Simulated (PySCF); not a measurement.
**Basis and Hamiltonian dependence of the ionisation energy of Zn**

Zn [Ar] 3d10 4s2 (1S) → Zn⁺ [Ar] 3d10 4s1 (2S). Calculated with PySCF 2.14 from differences of total energies of unrestricted determinants, without spin-orbit coupling. Values in eV.

```
                                                            basis       Hamiltonian  functions    UHF    PBE   PBE0  MP2 (valence)  CCSD(T) (valence)  CCSD(T) (valence and next inner shell)
                                                    jorge-DZP-DKH     spin-free X2C         43  7.688    n/a    n/a          8.578              8.865                                     n/a
                                                        def2-TZVP  non-relativistic         48  7.636    n/a  9.094          8.723              8.955                                     n/a
                                     aug-cc-pVDZ-PP with ECP10MDF               ECP         54  7.873  9.701  9.386          9.170              9.322                                     n/a
                                                   aug-cc-pVDZ-DK     spin-free X2C         59  7.785  9.631  9.302          9.143              9.301                                     n/a
                                                     ANO-RCC-VTZP     spin-free X2C         59  7.779  9.560  9.255          9.088              9.257                                   9.281
                                         cc-pVTZ-PP with ECP10MDF               ECP         63  7.805  9.553    n/a          9.046                n/a                                     n/a
                                                      def2-TZVPPD  non-relativistic         67  7.636  9.403  9.094          8.824              9.008                                   9.015
                                                       cc-pVTZ-DK     spin-free X2C         68  7.777    n/a    n/a          9.031                n/a                                     n/a
x2c-TZVPPall with one added diffuse shell each of s, p, d, f type     spin-free X2C         80  7.789  9.623  9.297          9.176              9.329                                   9.343
                                     aug-cc-pVTZ-PP with ECP10MDF               ECP         88  7.796  9.566  9.255          9.181              9.334                                     n/a
                                                     x2c-QZVPPall     spin-free X2C        108  7.777  9.590  9.269          9.192                n/a                                     n/a
                                                 aug-cc-pwCVTZ-DK     spin-free X2C        127  7.778  9.598  9.275          9.184                n/a                                     n/a
                                     aug-cc-pVQZ-PP with ECP10MDF               ECP        135  7.792  9.563  9.251          9.227                n/a                                     n/a
                                   aug-cc-pwCVQZ-PP with ECP10MDF               ECP        180  7.780  9.556  9.244          9.219                n/a                                     n/a
```

Extrapolation of MP2 (valence) from aug-cc-pVTZ-PP with ECP10MDF and aug-cc-pVQZ-PP with ECP10MDF: the correlation parts are 1.385 and 1.435 eV; with the X⁻³ form and unrounded values, (4³ × 1.435 − 3³ × 1.385)/(4³ − 3³) = 1.471 eV, and adding the Hartree-Fock value 7.792 eV of the larger basis gives 9.264 eV.

Frozen in the all-electron rows: valence: [Ar]; valence and next inner shell: [Ne]; with a core potential, the same shells as far as they lie outside it.

Non-relativistic rows lack the scalar-relativistic shift.

Reference for a calculation without spin-orbit coupling: 9.394 eV (measured, between term centres; NIST).
